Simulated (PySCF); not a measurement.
**How methods differ on the excitation energy of S+**

S+ [Ne] 3s2 3p3 (4S) → S+ [Ne] 3s1 3p3 4s1 (6S), as a difference of total energies. All numbers are calculated (PySCF 2.14, scalar relativity by spin-free X2C-1e, in dyall-av3z). Correlated levels: valence: [Ne] frozen; virtual orbitals above 40 to 60 times the deepest correlated orbital energy dropped. The calculations carry no spin-orbit coupling.

```json
{"method": "UHF", "excitation energy (cm⁻¹)": "149900"}
{"method": "LDA", "excitation energy (cm⁻¹)": "166740"}
{"method": "PBE", "excitation energy (cm⁻¹)": "165950"}
{"method": "PBE0", "excitation energy (cm⁻¹)": "165370"}
{"method": "r2SCAN", "excitation energy (cm⁻¹)": "162390"}
{"method": "B97-3", "excitation energy (cm⁻¹)": "169460"}
{"method": "wB97X-V", "excitation energy (cm⁻¹)": "168250"}
{"method": "B3LYP", "excitation energy (cm⁻¹)": "169270"}
{"method": "r2SCAN0", "excitation energy (cm⁻¹)": "162580"}
{"method": "MP2 (valence)", "excitation energy (cm⁻¹)": "162480"}
{"method": "SCS-MP2 (valence)", "excitation energy (cm⁻¹)": "166860"}
```

The promoted electron is Rydberg-like, and one or two diffuse shells describe it only roughly, which tends to raise the upper state.
